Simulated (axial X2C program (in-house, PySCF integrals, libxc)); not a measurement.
Bond lengths and stretching modes, held linear, of TiOH⁺

Computed with an in-house all-electron X2C program for linear molecules (integrals from PySCF): two-component X2C with atomic mean-field Coulomb and Gaunt terms, Gaussian nuclei, basis Ti dyall-v3z, O dyall-av3z, H dyall-v3z with contracted cores. Spin-free rows use the one-electron spin-free X2C Hamiltonian.

Masses Ti 47.948, O 15.995, H 1.008 u. States: 2c Ω = 1 (beyond evenly filled blocks: ω = -1/2, ω = 3/2); spin-free M_S = 1, Λ = 2 (beyond evenly filled blocks: σα, δ+α).

BHandHLYP, 2c: energies above the lowest point

```tsv
r(Ti–O) (Å)	r(O–H) (Å)	E (meV)
1.6770	0.9399	69.19
1.6770	0.9640	66.56
1.6770	0.9881	93.45
1.7200	0.9399	4.54
1.7200	0.9640	3.65
1.7200	0.9881	32.32
1.7200	1.0122	85.94
1.7630	0.9399	0.00
1.7630	0.9640	0.55
1.7630	0.9881	30.69
1.8060	0.9640	46.28
1.8060	1.0122	134.01
```

Q: Fit a quadratic surface with cubic terms in each bond: where is the minimum, and what are the two stretching wavenumbers?

A: At BHandHLYP, 2c: bonds 1.744 and 0.952 Å; harmonic stretches 791.8 and 3954.0 cm⁻¹; force constants 4.64, 8.74 and coupling 0.23 mdyn/Å.

The other levels and Hamiltonians give:

```csv
Hamiltonian,level,r(Ti–O) (Å),r(O–H) (Å),lower stretch (cm⁻¹),upper stretch (cm⁻¹)
2c,PBE0,1.719,0.963,832.0,3839.7
2c,HF,1.796,0.938,733.9,4134.4
2c,MP2,1.708,0.967,766.1,3799.0
spin-free,PBE0,1.719,0.963,832.3,3839.4
spin-free,HF,1.796,0.938,733.9,4134.3
spin-free,BHandHLYP,1.744,0.952,792.0,3953.7
spin-free,MP2,1.708,0.967,767.2,3798.4
```

Each state is one determinant, the lowest of a limited PBE0 search; the stretches come from a fit to these few points and carry an uncertainty of a few per cent. Other orders of the atoms were not compared. MP2 freezes inner shells (threshold -2 hartree). The molecule was held linear; bending was not examined, so a bent shape may lie lower. Open-shell Ω = 0 determinants with evenly filled partner blocks cannot be reached by this program, so the Ω shown need not be the lowest component. Note: functional without a current term on a determinant with orbital currents, of the molecule or an atom. Note: several unpaired electrons, one determinant need not be a pure state.
